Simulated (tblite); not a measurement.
Species: C8H9O (doublet state).
Structure used (GFN2-xTB), in Å, numbered top down from 1:
```
atom  x, y, z in Å
C1     2.2843    1.5949    3.4843
C2     2.0107    1.0182    2.4631
C3     1.6926    0.3733    1.3100
C4     1.4129   -0.1995    0.2852
C5     1.0552   -0.8688   -0.9411
C6    -0.1244   -0.1701   -1.6539
O7    -0.3279   -0.7236   -2.9314
C8    -1.3900   -0.2310   -0.7865
C9    -2.5447    0.4271   -1.4210
H10    2.5266    2.0969    4.3717
H11    0.7840   -1.9086   -0.7223
H12    1.9156   -0.8756   -1.6173
H13    0.1379    0.8772   -1.8396
H14   -0.6900   -1.6121   -2.8310
H15   -1.1764    0.2193    0.1903
H16   -1.6181   -1.2931   -0.5817
H17   -3.4229    0.6472   -0.8477
H18   -2.5345    0.6346   -2.4722
```

Calculated harmonic vibrations of the isolated species, GFN2-xTB (tblite), most abundant isotopes, no scaling. The method is semi-empirical: single wavenumbers can be off by several per cent or more. One conformer, not necessarily the lowest. Open shells enter through the occupations alone, without spin polarisation, and single modes of such species can be off by tens of per cent. The optimisation stopped once no atom felt more than 0.01 eV/Å.

Lowest wavenumbers of the output (negative numbers stand for imaginary wavenumbers):
```
mode    cm-1
  1     -23.7
  2      49.5
  3      58.8
  4     101.8
  5     143.4
  6     173.3
  7     231.7
  8     278.3
```

Is this structure a minimum?

Not by this Hessian. 1 mode is imaginary beyond 20i (24i cm⁻¹), so at this level the point lies at or near a first-order saddle. The curvature is small, so loose convergence or finite differences may be the whole cause.

Which atoms move in the imaginary mode?

24i: H17 (hydrogen on carbon) 52 %, H18 (hydrogen on carbon) 40 %. These are shares of the mass-weighted motion.

What is the remedy?

Step along that mode in both directions, optimise again with tighter thresholds and repeat the frequencies. The zero-point energy of this point (85.4 kcal/mol) counts the 47 real modes alone, and thermal corrections from it aren't those of a minimum.
